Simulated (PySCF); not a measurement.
CH12N2Si3, SMILES N[SiH2]C(N)([SiH3])[SiH3].

Geometry optimised at PBE0-D3(BJ)/def2-SVP. A frequency run showed that this geometry is not a minimum. The structure was generated by enumeration, and PubChem lists no compound with its InChIKey, so it may never have been made. Other conformers were not sampled.

All values below come from PBE0-D3(BJ)/def2-SVP (PySCF 2.14.0).

Frequencies are harmonic and unscaled.

Computed vibrational spectrum:
| mode | ν (cm⁻¹) | IR (km/mol) | moving atoms (share of kinetic energy) |
|---|---|---|---|
| 1 | 57i | 6.6 | H 68 %, N 25 % |
| 2 | 58 | 5.5 | H 48 %, N 32 %, Si 18 % |
| 3 | 108 | 1.4 | Si 42 %, N 28 %, H 27 % |
| 4 | 127 | 0.2 | H 78 %, Si 14 % |
| 5 | 163 | 1.1 | Si 52 %, H 36 %, N 9 % |
| 6 | 186 | 3.7 | H 43 %, N 42 %, Si 14 % |
| 7 | 201 | 2.0 | H 38 %, Si 31 %, N 16 %, C 15 % |
| 8 | 206 | 6.0 | H 73 %, Si 15 %, N 11 % |
| 9 | 244 | 16.1 | H 38 %, N 37 %, Si 21 % |
| 10 | 280 | 10.3 | H 70 %, Si 20 %, N 9 % |
| 11 | 320 | 144.5 | H 79 %, N 14 % |
| 12 | 335 | 25.9 | H 46 %, Si 30 %, N 22 % |
| 13 | 450 | 1.9 | Si 64 %, H 19 %, N 12 % |
| 14 | 527 | 2.5 | H 75 %, Si 20 % |
| 15 | 578 | 0.8 | H 78 %, Si 18 % |
| 16 | 605 | 7.6 | H 79 %, Si 14 % |
| 17 | 629 | 2.9 | H 85 %, Si 14 % |
| 18 | 673 | 23.0 | H 84 %, Si 11 % |
| 19 | 721 | 66.4 | H 72 %, N 17 %, Si 9 % |
| 20 | 798 | 189.3 | H 68 %, N 16 %, C 12 % |
| 21 | 812 | 91.6 | H 52 %, C 31 %, Si 11 % |
| 22 | 840 | 52.8 | N 44 %, Si 25 %, H 21 %, C 10 % |
| 23 | 884 | 17.6 | H 70 %, N 13 %, C 11 % |
| 24 | 893 | 120.8 | H 69 %, C 26 % |
| 25 | 902 | 298.7 | H 91 %, Si 8 % |
| 26 | 926 | 58.6 | H 94 % |
| 27 | 929 | 197.5 | H 70 %, C 18 %, Si 10 % |
| 28 | 937 | 53.4 | H 91 % |
| 29 | 944 | 164.6 | H 81 %, C 9 %, Si 8 % |
| 30 | 949 | 24.4 | H 93 % |
| 31 | 952 | 100.4 | H 93 % |
| 32 | 964 | 40.5 | H 71 %, C 15 %, Si 10 % |
| 33 | 1091 | 8.9 | C 60 %, N 25 %, H 14 % |
| 34 | 1235 | 12.7 | H 74 %, C 16 %, N 10 % |
| 35 | 1543 | 49.1 | H 90 %, N 10 % |
| 36 | 1626 | 24.8 | H 93 % |
| 37 | 2166 | 136.1 | H 97 % |
| 38 | 2208 | 153.3 | H 97 % |
| 39 | 2223 | 34.3 | H 98 % |
| 40 | 2223 | 37.6 | H 97 % |
| 41 | 2227 | 97.1 | H 97 % |
| 42 | 2230 | 27.3 | H 97 % |
| 43 | 2238 | 183.7 | H 97 % |
| 44 | 2243 | 143.8 | H 96 % |
| 45 | 3503 | 0.5 | H 96 % |
| 46 | 3593 | 3.7 | H 91 %, N 9 % |
| 47 | 3624 | 42.7 | H 96 % |
| 48 | 3723 | 38.5 | H 91 %, N 9 % |
